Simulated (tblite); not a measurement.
C6H12O2.
Bonds: C1–C2 (double), C2–C3, C2–C4, C4–O5, O5–C6, C6–O7, O7–C8. Hydrogens: H9, H10 on C1; H11, H12, H13 on C3; H14, H15 on C4; H16, H17 on C6; H18, H19, H20 on C8.

Computed geometry: GFN2-xTB, gas phase.

Q: List the bond lengths, angles and torsions at this level.

A: 
```tsv
bond	length (Å)	order
C1=C2	1.322	double
C2–C3	1.499	single
C2–C4	1.504	single
C4–O5	1.416	single
O5–C6	1.391	single
C6–O7	1.395	single
O7–C8	1.413	single
C1–H9	1.075	single
C1–H10	1.076	single
C3–H11, C3–H12, C3–H13	1.089	single
C4–H14, C4–H15	1.102	single
C6–H16, C6–H17	1.101	single
C8–H18, C8–H19, C8–H20	1.092	single
```

Bonds in one row agree within 0.01 Å and their mean is given. Orders are formal, as drawn. A selection of angles:
```tsv
angle	degrees
C1–C2–C3	123.5
C1–C2–C4	122.5
C3–C2–C4	114.0
C2–C4–O5	111.3
C4–O5–C6	113.5
O5–C6–O7	114.2
C6–O7–C8	113.4
```

Torsions: C1–C2–C4–O5 0° (synperiplanar); C2–C4–O5–C6 -179° (antiperiplanar); C4–O5–C6–O7 -67° (synclinal); O5–C6–O7–C8 -67° (synclinal). The mirror-image conformer, all signs reversed, is as good.

Of the pairs four or more bonds apart, O5···H9 is among the closest relative to their van der Waals radii: 2.37 Å, 87 % of the sum of Bondi's values. The C–O distances run from 1.391 Å (O5–C6, drawn single) to 1.416 Å (C4–O5, drawn single), a spread of 0.025 Å. The 3 C–C bonds span 1.322 Å (C1=C2, drawn double) to 1.504 Å (C2–C4, drawn single), a spread of 0.182 Å.

Point group: C1 (no symmetry element, even within 0.4 Å). Its GFN2-xTB frequencies are all real (lowest 30 cm⁻¹). The numbers are those of one conformer. 3 starts were optimised and ended at 0.00, 1.97 and 7.40 kcal/mol (GFN2-xTB); the lowest of these is shown.

The run took 0.18 s on one thread, Arm Neoverse V2 (aarch64) (shared host). That covers the optimisation of the geometry.
